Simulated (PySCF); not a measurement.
Numbering as in the mapped SMILES `[CH2:1]=[CH:2][P:3]([CH:4]=[CH2:5])[NH:6][C:7]([CH3:8])([CH3:9])[CH3:10]`; H(Xn) means a hydrogen on atom n. Ha(C1), Ha(C5) are cis to P3; Hb(C1), Hb(C5) are trans to P3.

Geometry: PBE0-D3(BJ)/def2-SVP; GIAO absolute shieldings from PySCF 2.14, gas phase, non-relativistic, averaged over equivalent atoms.

At mPW1PW91/pcSseg-1 (257 basis functions, 46 s wall time on 1 thread of an AMD EPYC 9R14, shared host):
| atoms | σ (ppm) |
| --- | --- |
| C2/C4 | 30.0 |
| C1/C5 | 53.7 |
| C7 | 134.3 |
| C8/C9/C10 | 150.1 |
| P3 | 308.4 |
| N6 | 188.9 |
| H(C2)/H(C4) | 24.98 |
| Hb(C1)/Hb(C5) | 25.48 |
| Ha(C1)/Ha(C5) | 25.54 |
| H(C8)/H(C9)/H(C10) | 30.14 |
| H(N6) | 30.51 |

What do these become at PBE0/pcSseg-1?

Results:


```
             atoms  σ at PBE0/pcSseg-1  change
             C2/C4                30.7    +0.7
             C1/C5                54.6    +0.9
                C7               135.1    +0.8
         C8/C9/C10               150.9    +0.8
                P3               311.6    +3.2
                N6               189.2    +0.3
       H(C2)/H(C4)               24.91   -0.07
     Hb(C1)/Hb(C5)               25.42   -0.06
     Ha(C1)/Ha(C5)               25.48   -0.06
H(C8)/H(C9)/H(C10)               30.08   -0.06
             H(N6)               30.46   -0.05
```

The largest change is at P3 (phosphorus bonded to 2 C, N). Cost: 257 basis functions, 50 s wall time on 1 thread of an AMD EPYC 9R14, shared host. The order of the carbon signals is the same at both levels.

The carbons averaged at δ 129.8 differ by 9 ppm in this conformer.
